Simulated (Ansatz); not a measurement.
`[F][SnH2][O]C(F)(F)F` + `FC1CCCO1` → `[F][SnH]([F])[O]C(F)(F)F` + `C1CCOC1`  (formal exchange of groups at the Sn–H bond)

Isolated molecules relaxed with PBE0-D4/def2-TZVP in Ansatz; ΔE leaves out vibrations. CCSD(T)/CBS is the MP2 limit (def2-TZVPP, def2-QZVPP) plus CCSD(T) − MP2 in def2-TZVPP, frozen cores. DFT in def2-TZVPP. B3LYP here is the variant with VWN-RPA as its local correlation; programs differ in this. Elements past krypton have def2 core potentials. For Sn outer-core shells are correlated without core-valence functions, which leaves a few kJ/mol of doubt a bond. Each species was taken in one conformer, which may not be the lowest.

`[F][SnH2][O]C(F)(F)F`:

```xyz
9

F    -0.658    0.806   -2.398
Sn   -0.161    1.341   -0.637
O     0.863   -0.220    0.046
C     0.294   -1.214    0.696
F     0.047   -0.909    1.985
F     1.067   -2.295    0.686
F    -0.900   -1.563    0.164
H     1.028    2.527   -0.803
H    -1.579    1.526    0.261
```

`FC1CCCO1`:

Z-matrix (Å, degrees):
```
C
C 1 1.512
O 1 1.373 2 106.6
F 1 1.393 2 108.8 3 118.4
H 1 1.092 2 116.4 3 -121.9
C 2 1.525 1 101.0 3 -36.0
H 2 1.089 1 112.2 3 -158.2
H 2 1.093 1 108.9 3 81.2
C 3 1.433 1 110.3 2 22.9
H 6 1.090 2 113.3 1 155.3
H 6 1.091 2 110.0 1 -83.3
H 9 1.094 3 107.7 1 -120.2
H 9 1.092 3 108.9 1 122.2
```

`[F][SnH]([F])[O]C(F)(F)F`:

Cartesian coordinates in Å:
```
F 1.921 0.000 -1.508
Sn 0.775 1.148 -0.540
F -0.613 1.603 -1.738
O -0.021 0.099 0.914
C -0.714 -1.023 0.737
F -1.954 -0.902 1.206
F -0.807 -1.355 -0.567
F -0.142 -2.047 1.368
H 1.555 2.478 0.128
```

`C1CCOC1`:

```xyz
13

C     1.059   -0.112    0.082
C     0.065    1.013    0.337
C    -1.140    0.532   -0.456
O    -1.111   -0.886   -0.402
C     0.146   -1.328    0.087
H     1.851   -0.174    0.831
H     1.527    0.011   -0.899
H     0.420    1.993    0.014
H    -0.178    1.072    1.401
H    -2.092    0.881   -0.047
H    -1.078    0.861   -1.502
H     0.508   -2.139   -0.550
H     0.023   -1.723    1.105
```

**Question.** Is it downhill or uphill in electronic energy at CCSD(T)/CBS, and by how much? (Estimate.)

**Answer.** Ansatz gave: Downhill: ΔE = -74.2 kJ/mol.

**Question.** What do these levels give: PBE-D4, r2SCAN-D4, PBE0-D4, ωB97M-V, r2SCAN, B3LYP, HF/def2-TZVPP, SCS-MP2/def2-TZVPP, CCSD(T)/def2-TZVPP, SCS-MP2/def2-QZVPP, HF/CBS(def2), MP2/CBS(def2)? (Best estimate.)

**Answer.** Ansatz gave: PBE-D4 -61.7, r2SCAN-D4 -64.1, PBE0-D4 -60.6, ωB97M-V -61.7, r2SCAN -64.0, B3LYP -64.3, HF/def2-TZVPP -64.5, SCS-MP2/def2-TZVPP -71.6, CCSD(T)/def2-TZVPP -64.6, SCS-MP2/def2-QZVPP -78.9, HF/CBS(def2) -70.2, MP2/CBS(def2) -82.0 kJ/mol.

Largest T1 diagnostic among the species: 0.014.
